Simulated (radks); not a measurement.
All-electron atom: Au in [Xe] 4f14 5d9.75 6s1.25 (fractional occupations, a model configuration). All-electron calculation, scalar-relativistic Kohn-Sham, LDA (Slater exchange, Perdew-Wang correlation), spin-unpolarised, spherical densities, point nucleus. Program: a radial shooting solver on a logarithmic mesh with Libxc functionals. Some entries of the table are withheld. Estimate them.

| orbital | occ. | eigenvalue (eV) | <1/r> (bohr^-1) | <r> (bohr) |
|---|---|---|---|---|
| 1s | 2 | -80724.35 | 95.75 | (1) |
| 2s | 2 | -14244.74 | 22.45 | (2) |
| 2p | 6 | -12318.12 | 19.97 | 0.06426 |
| 3s | 2 | -3362.333 | 8.318 | 0.1840 |
| 3p | 6 | -2803.670 | 7.588 | 0.1852 |
| 3d | 10 | -2206.301 | (3) | 0.1677 |
| 4s | 2 | -729.6930 | 3.568 | 0.4073 |
| 4p | 6 | -546.4722 | 3.220 | 0.4339 |
| 4d | 10 | -326.5857 | 2.886 | 0.4586 |
| 5s | 2 | -109.4697 | 1.465 | 0.9255 |
| 4f | 14 | -82.2995 | 2.463 | 0.4987 |
| 5p | 6 | -60.7158 | 1.241 | 1.071 |
| 5d | 9.75 | -7.6089 | 0.8316 | 1.607 |
| 6s | 1.25 | (4) | 0.4521 | 2.813 |

Answer. 
(1) 1s <r> (bohr): 0.01687
(2) 2s <r> (bohr): 0.07115
(3) 3d <1/r> (bohr^-1): 7.144
(4) 6s eigenvalue (eV): -6.2978
